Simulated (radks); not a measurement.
Problem. All-electron atom: Cl11+ in [He] 2s2 2p2. Method: non-relativistic Kohn-Sham, PBE, spin-unpolarised, spherical densities, point nucleus; computed with a radial shooting solver on a logarithmic mesh with Libxc functionals. Some entries of the table are withheld. Estimate them.

orbital  occ.  eigenvalue (hartree)  <1/r> (bohr^-1)
1s          2             -117.2063              (1)
2s          2             -22.04609            3.658
2p          2             -20.41186            3.595
3s          0              -8.53728            1.479
3p          0              -8.04234            1.446
3d          0              -7.47853              (2)

Solution. 
(1) 1s <1/r> (bohr^-1): 16.60
(2) 3d <1/r> (bohr^-1): 1.383
